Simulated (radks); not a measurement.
The numbers below are computed, except where a source is named.
Q: The mean radii <r> (bohr) of the occupied orbitals of an atom or ion are listed with their occupations. Code: a radial shooting solver on a logarithmic mesh with Libxc functionals. Model: scalar-relativistic Kohn-Sham, SCAN, spin-polarised, spherical densities, finite nucleus; meta-GGA in the generalised Kohn-Sham scheme; Fermi nuclear charge, rms radius of each element as measured or else 0.836 A^(1/3) + 0.57 fm.

orbital  occ.      <r>
1s up       1  0.02151
1s down     1  0.02151
2s up       1  0.09145
2s down     1  0.09144
2p up       3  0.08088
2p down     3  0.08088
3s up       1   0.2380
3s down     1   0.2379
3p up       3   0.2367
3p down     3   0.2365
3d up       5   0.2151
3d down     5   0.2151
4s up       1   0.5098
4s down     1   0.5105
4p up       3   0.5282
4p down     3   0.5291
4d up       5   0.5416
4d down     1   0.5426

Name the element and its charge. Open shells, if any, are filled with parallel spins first.

A: Z = 65, terbium, charge +23: Tb23+ in [Kr] 4d6. The 1s radius gives Z: for a bare nucleus <r> = (2 gamma + 1)/(2Z) with gamma = sqrt(1 - (Z/c)^2), 0.02124 bohr for Z = 65, and screening makes it slightly larger (0.02151 here). The occupations add up to 42, and the charge is Z minus that.
